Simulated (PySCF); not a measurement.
PySCF input (HF/def2-TZVPD):

```python
from pyscf import gto, scf, dft

mol = gto.M(
    atom='''
    C    -1.35905626    0.01835902    0.03901895
    C    -0.71624194   -1.31982445   -0.17718476
    C     0.60377648   -1.38249636   -0.10242708
    C     1.34163003   -0.10986432    0.19196913
    S     0.05325124    1.20711868    0.07169583
    H    -2.04284101    0.33802487   -0.74704930
    H    -1.86833395    0.10910994    1.00046800
    H    -1.35345050   -2.17845589   -0.34269438
    H     1.17161817   -2.29834124   -0.19969010
    H     1.74563607   -0.06247434    1.20514092
    H     2.13672810    0.13958705   -0.51034435
    H     0.13797339    1.40160746   -1.26122153
    ''',
    basis='def2-tzvpd',
    charge=1,
    spin=0,
    verbose=4,
)

mf = scf.RHF(mol).density_fit(auxbasis='def2-universal-jkfit')
mf.conv_tol = 1e-9
mf.max_cycle = 100
mf.max_memory = 1500
mf.kernel()
if not mf.converged:
    mf = mf.newton()
    mf.kernel(mf.make_rdm1())
mf.analyze()
```

End of the output:

```
Extra cycle  E= -552.874719777113  delta_E= -2.08e-11  |g|= 2.54e-06  |ddm|= 2.09e-05
converged SCF energy = -552.874719777113
**** SCF Summaries ****
Total Energy =                        -552.874719777113341
Nuclear Repulsion Energy =             227.938182757098019
One-electron Energy =                -1200.548969188717592
Two-electron Energy =                  419.736066654506260
Two-electron Coulomb Energy =          467.805957691698893
DFT Exchange-Correlation Energy =      -48.069891037192633
HOMO-LUMO gap [eV] =                    12.469545493615261
**** MO energy ****
MO #1   energy= -92.247130163562   occ= 2
MO #2   energy= -11.4768932805495  occ= 2
MO #3   energy= -11.4768805156528  occ= 2
MO #4   energy= -11.4255527843831  occ= 2
MO #5   energy= -11.4237327471091  occ= 2
MO #6   energy= -9.24883901989309  occ= 2
MO #7   energy= -6.92986607633085  occ= 2
MO #8   energy= -6.92945016846278  occ= 2
MO #9   energy= -6.92888340158085  occ= 2
MO #10  energy= -1.36427791198072  occ= 2
MO #11  energy= -1.21655485458918  occ= 2
MO #12  energy= -1.19470739040775  occ= 2
MO #13  energy= -1.04338862321752  occ= 2
MO #14  energy= -0.93997190663568  occ= 2
MO #15  energy= -0.8837112918558   occ= 2
MO #16  energy= -0.851968607331891 occ= 2
MO #17  energy= -0.792351149002016 occ= 2
MO #18  energy= -0.762979038372382 occ= 2
MO #19  energy= -0.750246610050561 occ= 2
MO #20  energy= -0.728399828741299 occ= 2
MO #21  energy= -0.703462164428757 occ= 2
MO #22  energy= -0.667182920174458 occ= 2
MO #23  energy= -0.55198252015229  occ= 2
MO #24  energy= -0.0937351716177347 occ= 0
MO #25  energy= -0.0836581141268744 occ= 0
MO #26  energy= -0.0695540631087509 occ= 0
MO #27  energy= -0.0612925228834833 occ= 0
MO #28  energy= -0.0387138615295397 occ= 0
MO #29  energy= -0.03749916619628  occ= 0
MO #30  energy= -0.0243888919304194 occ= 0
MO #31  energy= -0.0221961567987161 occ= 0
MO #32  energy= -0.0126944069310504 occ= 0
MO #33  energy= 0.00522784138704541 occ= 0
MO #34  energy= 0.0120386907255642 occ= 0
MO #35  energy= 0.0318893373920095 occ= 0
MO #36  energy= 0.0331983843780133 occ= 0
MO #37  energy= 0.04603451255403   occ= 0
MO #38  energy= 0.049098387823086  occ= 0
MO #39  energy= 0.0495964322238749 occ= 0
MO #40  energy= 0.0829926696045758 occ= 0
MO #41  energy= 0.0899472454400632 occ= 0
MO #42  energy= 0.0899803211627051 occ= 0
MO #43  energy= 0.0989395180632783 occ= 0
MO #44  energy= 0.102170006366182  occ= 0
MO #45  energy= 0.106706657063825  occ= 0
MO #46  energy= 0.121563658551872  occ= 0
MO #47  energy= 0.130081359410315  occ= 0
MO #48  energy= 0.151115987760429  occ= 0
MO #49  energy= 0.151795989541152  occ= 0
MO #50  energy= 0.165118533739429  occ= 0
MO #51  energy= 0.166385250352241  occ= 0
MO #52  energy= 0.173120687971005  occ= 0
MO #53  energy= 0.182468662232327  occ= 0
MO #54  energy= 0.18617670254666   occ= 0
MO #55  energy= 0.195029818928751  occ= 0
MO #56  energy= 0.205957023447314  occ= 0
MO #57  energy= 0.210665776946949  occ= 0
MO #58  energy= 0.224695308286546  occ= 0
MO #59  energy= 0.225726256164947  occ= 0
MO #60  energy= 0.228522252210153  occ= 0
MO #61  energy= 0.236320341646369  occ= 0
MO #62  energy= 0.244365402107222  occ= 0
MO #63  energy= 0.247954400764456  occ= 0
MO #64  energy= 0.249054826452739  occ= 0
MO #65  energy= 0.261918429048351  occ= 0
MO #66  energy= 0.267705682833152  occ= 0
MO #67  energy= 0.273000741091374  occ= 0
MO #68  energy= 0.289801579038685  occ= 0
MO #69  energy= 0.299018839886832  occ= 0
MO #70  energy= 0.314017389429952  occ= 0
MO #71  energy= 0.317786035842724  occ= 0
MO #72  energy= 0.323423391267571  occ= 0
MO #73  energy= 0.324628594731315  occ= 0
MO #74  energy= 0.335600229073709  occ= 0
MO #75  energy= 0.335617579934217  occ= 0
MO #76  energy= 0.349243110269632  occ= 0
MO #77  energy= 0.35623986060673   occ= 0
MO #78  energy= 0.364739543421114  occ= 0
MO #79  energy= 0.365981212577912  occ= 0
MO #80  energy= 0.369396180380037  occ= 0
MO #81  energy= 0.382966697073548  occ= 0
MO #82  energy= 0.390122697127959  occ= 0
MO #83  energy= 0.410605931457901  occ= 0
MO #84  energy= 0.417945136639084  occ= 0
MO #85  energy= 0.421990146575029  occ= 0
MO #86  energy= 0.442319569383976  occ= 0
MO #87  energy= 0.451605916874968  occ= 0
MO #88  energy= 0.463905838200341  occ= 0
MO #89  energy= 0.471163076770288  occ= 0
MO #90  energy= 0.4965049505379    occ= 0
MO #91  energy= 0.501193641611078  occ= 0
MO #92  energy= 0.508948871468209  occ= 0
MO #93  energy= 0.511333491648751  occ= 0
MO #94  energy= 0.52877180515047   occ= 0
MO #95  energy= 0.541120792328255  occ= 0
MO #96  energy= 0.563206950798671  occ= 0
MO #97  energy= 0.583535135877656  occ= 0
MO #98  energy= 0.594151640632157  occ= 0
MO #99  energy= 0.599440384477209  occ= 0
MO #100 energy= 0.606865236667916  occ= 0
MO #101 energy= 0.637587420242388  occ= 0
MO #102 energy= 0.643972819355604  occ= 0
MO #103 energy= 0.645322870364404  occ= 0
MO #104 energy= 0.661034849107299  occ= 0
MO #105 energy= 0.671186707816052  occ= 0
MO #106 energy= 0.672250008757286  occ= 0
MO #107 energy= 0.683608115344197  occ= 0
[...]
```

It need not be the lowest isomer of its formula.
